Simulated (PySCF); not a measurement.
Computed IR spectrum (relative IR intensity) of a molecule C2H3O2, multiplicity 2. Coordinates come from a ωB97X-D3(BJ)/def2-SVP optimisation. Other conformers were not sampled. All values below come from ωB97X-D3(BJ)/def2-SVP run with PySCF. Frequencies are harmonic and unscaled.

```json
[
 {"ν (cm⁻¹)": "556", "relative intensity": "36"},
 {"ν (cm⁻¹)": "598", "relative intensity": "19"},
 {"ν (cm⁻¹)": "644", "relative intensity": "5.1"},
 {"ν (cm⁻¹)": "772", "relative intensity": "37"},
 {"ν (cm⁻¹)": "944", "relative intensity": "5.0"},
 {"ν (cm⁻¹)": "988", "relative intensity": "13"},
 {"ν (cm⁻¹)": "1228", "relative intensity": "94"},
 {"ν (cm⁻¹)": "1376", "relative intensity": "13"},
 {"ν (cm⁻¹)": "1477", "relative intensity": "48"},
 {"ν (cm⁻¹)": "1802", "relative intensity": "100"},
 {"ν (cm⁻¹)": "3828", "relative intensity": "41"}
]
```

**Question.** Identify the compound among the candidates.
(A) [CH2]OC=O
(B) CC([O])=O
(C) [CH2]C(=O)O
(D) CO[C]=O

**Answer.** C, [CH2]C(=O)O
